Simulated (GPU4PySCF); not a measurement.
pyrene (C₁₆H₁₀), SMILES c1cc2ccc3cccc4ccc(c1)c2c34. Atoms are numbered in the order given.

```xyz
26

C      3.4851    -0.1506     0.3404
C      2.7490    -1.3240     0.2525
C      1.3607    -1.2838     0.1162
C      0.5638    -2.4833     0.0219
C     -0.7763    -2.4245    -0.1094
C     -1.4693    -1.1597    -0.1611
C     -2.8558    -1.0780    -0.2967
C     -3.4903     0.1555    -0.3430
C     -2.7543     1.3289    -0.2552
C     -1.3660     1.2887    -0.1190
C     -0.5689     2.4881    -0.0247
C      0.7712     2.4292     0.1066
C      1.4641     1.1644     0.1584
C      2.8506     1.0829     0.2940
C      0.7080    -0.0288     0.0683
C     -0.7133     0.0336    -0.0710
H      4.5635    -0.1983     0.4460
H      3.2500    -2.2862     0.2892
H      1.0731    -3.4411     0.0596
H     -1.3643    -3.3341    -0.1793
H     -3.4359    -1.9928    -0.3659
H     -4.5687     0.2026    -0.4487
H     -3.2550     2.2912    -0.2920
H     -1.0780     3.4460    -0.0624
H      1.3591     3.3389     0.1764
H      3.4304     1.9979     0.3631
```
Charge 0, spin multiplicity 1.

Geometry optimised at ωB97X-D3(BJ)/def2-TZVP.

Two levels are set side by side: PBE-D3(BJ)/def2-TZVP (GPU4PySCF) and ωB97X-D3(BJ)/def2-TZVP (GPU4PySCF). Each level has its own optimised geometry; the coordinates shown are those of the second. Frequencies come from the Hessian of GPU4PySCF at each geometry. Differences are taken from unrounded values.

```csv
quantity,ωB97X-D3(BJ)
mean bond length (Å),1.295
bond C1–C2 (Å),1.388
bond C1–C14 (Å),1.388
bond C2–C3 (Å),1.396
bond C3–C4 (Å),1.443
bond C3–C15 (Å),1.415
bond C4–C5 (Å),1.348
bond C5–C6 (Å),1.443
bond C6–C7 (Å),1.396
bond C6–C16 (Å),1.415
bond C7–C8 (Å),1.388
bond C8–C9 (Å),1.388
bond C9–C10 (Å),1.396
bond C10–C11 (Å),1.443
bond C10–C16 (Å),1.415
bond C11–C12 (Å),1.348
bond C12–C13 (Å),1.443
highest harmonic wavenumber (cm⁻¹),3217
mean harmonic wavenumber (cm⁻¹),1277
zero-point energy (kcal/mol),131.44
```

Question: What does PBE-D3(BJ) give, and how far is it from ωB97X-D3(BJ)? (The exact figures need the calculation; the answer reports its results.)

Answer: 
```
quantity                            PBE-D3(BJ)  PBE-D3(BJ) minus ωB97X-D3(BJ)
----------------------------------  ----------  -----------------------------
mean bond length (Å)                     1.301                          0.006
bond C1–C2 (Å)                           1.394                          0.006
bond C1–C14 (Å)                          1.394                          0.006
bond C2–C3 (Å)                           1.406                          0.010
bond C3–C4 (Å)                           1.433                         -0.010
bond C3–C15 (Å)                          1.430                          0.014
bond C4–C5 (Å)                           1.366                          0.018
bond C5–C6 (Å)                           1.433                         -0.010
bond C6–C7 (Å)                           1.406                          0.010
bond C6–C16 (Å)                          1.430                          0.014
bond C7–C8 (Å)                           1.394                          0.006
bond C8–C9 (Å)                           1.394                          0.006
bond C9–C10 (Å)                          1.406                          0.010
bond C10–C11 (Å)                         1.433                         -0.010
bond C10–C16 (Å)                         1.430                          0.014
bond C11–C12 (Å)                         1.366                          0.018
bond C12–C13 (Å)                         1.433                         -0.010
highest harmonic wavenumber (cm⁻¹)        3120                            -97
mean harmonic wavenumber (cm⁻¹)           1226                            -51
zero-point energy (kcal/mol)            126.19                          -5.25
```

Exact exchange shortens and stiffens bonds; PBE has none. Differences between two approximate levels are no errors against the true value.
